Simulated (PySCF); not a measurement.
Compound: CH₆O₄SSi₂.
Cartesian coordinates in Å at the GFN2-xTB level; atoms count from 1:
```
atom  x, y, z in Å
O1    -2.7926   -0.8085   -0.3968
C2    -2.1646   -1.0081    0.6012
O3    -1.0875   -0.3640    0.9730
Si4   -0.3242    0.8318    0.0595
O5     0.3940    1.7899    1.1342
O6    -1.4000    1.6620   -0.8040
S7     1.1678   -0.1079   -1.1117
Si8    2.4986   -0.8505    0.4169
H9    -2.4333   -1.7772    1.3458
H10   -0.1003    2.4796    1.5734
H11   -2.0554    1.1776   -1.3100
H12    1.7759   -1.8018    1.2544
H13    2.9999    0.2745    1.1920
H14    3.5209   -1.4979   -0.3898
```

Hirshfeld charges (e) from the PBE0/pcSseg-1 density (PySCF), one withheld:

```tsv
atom	bonded to	charge
O1	C2	-0.2458
C2	O1 O3 H9	+0.1862
O3	C2 Si4	-0.1931
Si4	O3 O5 O6 S7	+0.4966
O5	Si4 H10	?
O6	Si4 H11	-0.3040
S7	Si4 Si8	-0.1761
Si8	S7 H12 H13 H14	+0.3073
H9	C2	+0.0638
H10	O5	+0.1928
H11	O6	+0.1677
H12	Si8	-0.0706
H13	Si8	-0.0654
H14	Si8	-0.0657
```

Task: What is the charge on O5?

Result: The charges add up to the total charge, 0. The others sum to +0.2937, which leaves -0.2937 e for O5 (silanol oxygen); the computed value is -0.2935, the difference coming from rounding and the integration grid.

Task: Add each hydrogen's charge to the atom that carries it.

Result: C2 +0.2500, O5 -0.1007, O6 -0.1363, Si8 +0.1056. Atoms without hydrogen keep their charges.

Task: Across which bond do the charges differ most?

Result: Si4–O6: +0.4966 on Si4 against -0.3040 on O6, a difference of 0.8006 e. The lower charge is on the more electronegative element of the two (Pauling values: O 3.44, Si 1.90).

Task: Take the bonds between elements whose Pauling electronegativities differ by more than 0.25. In how many does the more electronegative atom carry the lower charge?

Result: In 12 of 13; it doesn't in C2–H9.

Task: How much positive and how much negative charge does this set hold in all?

Result: +1.4144 e on 6 atoms and -1.4142 e on 8.

The Hirshfeld scheme divides the density at each point in proportion to the densities of the neutral, spherically averaged free atoms. Geometry: GFN2-xTB, one conformer, isolated molecule.
